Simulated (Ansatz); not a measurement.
An input meant for [MnOF4]- (MnOF₄⁻) (charge -1, singlet).

```yaml
crystal:
  periodic: [false, false, false]
  atoms:
    - {symbol: Mn, position_ang: [0.000218, -0.000437, 0.112736]}
    - {symbol: O, position_ang: [0.003086, -0.006575, 1.636522]}
    - {symbol: F, position_ang: [1.697627, 0.013053, -0.441850]}
    - {symbol: F, position_ang: [-0.012158, 1.701437, -0.429081]}
    - {symbol: F, position_ang: [-1.699269, -0.009590, -0.435529]}
    - {symbol: F, position_ang: [0.010495, -1.697888, -0.442788]}
basis:
  gaussian: {orbitals: x2c-TZVPPall}
total_charge: 3
hamiltonian: {xc: {name: r2SCAN50}}
scf: {omitted_lower_state_checks: [starts]}
output: {forces: true}
```

```sh
$ ansatz run in.yaml --threads 4 --pin off --events-out ev --progress --plain --max-ram 3916MiB
```

It prints (some lines left out):

```
Functional definition: r2SCAN50
1474 factors; their error is unknown
mean field evaluation 1: about -44325.9766 eV, gradient 1.6e2 eV
mean field evaluation 2: about -43573.6420 eV, gradient 6.4e2 eV
mean field evaluation 4: about -44238.6717 eV, gradient 2.7e2 eV
mean field evaluation 8: about -44370.0444 eV, gradient 8.7e0 eV
mean field evaluation 16: about -44370.7554 eV, gradient 1.7e-1 eV
mean field -44370.75904584 eV, -1630.5953193539 hartree, gradient 1.3e-5 eV, S^2 0.000000; 0 other end points of the search recorded, 0 dependent functions left out
reference -44370.75905681 eV, -1630.5953197572 hartree; 33, 33 occupied and 186, 186 virtual orbitals, 1474 factors
Total energy: -44370.75905681 eV, -1630.5953197572 hartree
Relativity: scalar
Atom 0 at     0.000218    -0.000437     0.112736 Å, force     0.001650    -0.004888     1.292186 eV/Å
Atom 1 at     0.003086    -0.006575     1.636522 Å, force    -0.007407     0.015967    -3.941330 eV/Å
Atom 2 at     1.697627     0.013053    -0.441850 Å, force    -1.902883    -1.425495     0.666595 eV/Å
Atom 3 at    -0.012158     1.701437    -0.429081 Å, force    -1.395128    -1.891564     0.650912 eV/Å
Atom 4 at    -1.699269    -0.009590    -0.435529 Å, force     1.905491     1.420480     0.671069 eV/Å
Atom 5 at     0.010495    -1.697888    -0.442788 Å, force     1.398277     1.885500     0.660567 eV/Å
Dipole moment:     0.000884    -0.001831     0.450516 e Å
Checks for a lower state left out: starts
```

In this input the charge is far from what the species holds (3 typed, -1 meant). Self-consistency was reached. The result belongs to that input, not to the species as meant.

DK, ANO-RCC and x2c sets are all-electron and run with scalar relativity unless a key says otherwise. This restricted singlet of an open-shell metal wasn't tested against broken symmetry or higher spin.
